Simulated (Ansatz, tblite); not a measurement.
Cost and result up the ladder for tri-p-tolylsulfonium bromide, `Cc1ccc([S+](c2ccc(C)cc2)c2ccc(C)cc2)cc1.[Br-]` (44 atoms). Total charge 0; singlet. Geometry: PBE-D4/def2-SVP.

Ansatz on 2 threads of AMD EPYC 7R13 on a shared host and a share (18 GiB) of an NVIDIA H100 80GB HBM3; xTB runs through tblite on one thread. Times are rough, summed over both states, and most runs start from the orbitals of an earlier one. PBE0-D4/def2-TZVP serves as the yardstick here, not as an exact answer. The other state is a doublet.

The xTB rows come from tblite. Single mean-field runs in def2-TZVP are fitted with def2-universal-jkfit. HOMO above LUMO, or a gap near zero within one spin, warns that the state may not be the lowest or that an electron is smeared out.

Raw xTB energies of ions are shifted by several eV.

```
                         level  functions  wall time
                      GFN2-xTB        123     0.26 s
                      GFN1-xTB        144     0.48 s
PBE-D4/def2-TZVP (with forces)        862       19 s
             PBE0-D4/def2-TZVP        862       28 s
              B97M-V/def2-TZVP        862       40 s
```

(1) Estimate what each level gives for the vertical IE (eV).

Results:

(1) 
```csv
level,vertical IE (eV),difference from PBE0-D4/def2-TZVP (eV),remarks
GFN2-xTB,11.35,4.31,–
GFN1-xTB,11.49,4.45,–
PBE-D4/def2-TZVP (with forces),6.94,-0.10,gap within one spin near zero (+1 doublet)
PBE0-D4/def2-TZVP,7.04,0.00,–
B97M-V/def2-TZVP,6.89,-0.15,–
```
